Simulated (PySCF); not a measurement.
## Exercise with solution: oscillator strength and radiative lifetime

Ge(OH)2 (GeH2O2), SMILES [OH][Ge][OH] (connectivity only; charge and spin as stated), neutral, multiplicity 1.

Geometry: PBE-D3(BJ)/def2-TZVP. Other conformers were not sampled.

TDA-CAM-B3LYP/def2-SVPD in PySCF puts the first singlet state with f over 0.02 at 4.84 eV (vertical), with the transition dipole (0.866, 0.000, 0.000) in atomic units.

Find the oscillator strength, the wavelength and the radiative lifetime that this transition would have in vacuum if emission retraced absorption.


|μ|² = 0.7500 au, so |μ| = 2.20 D. ΔE = 4.84/27.211 = 0.1779 hartree. f = (2/3) ΔE |μ|² = 0.089 (the program prints 0.089).
λ = 1239.84/4.84 = 256 nm; ν = 39037 cm⁻¹.
Einstein's coefficient A = 0.6670 ν² f s⁻¹ (ν in cm⁻¹) = 9.0e7 s⁻¹, so τ = 1/A = 11 ns. This state is S1. The figure is the radiative limit of this one transition; relaxation, internal conversion, crossing to triplets and a medium change what is measured.
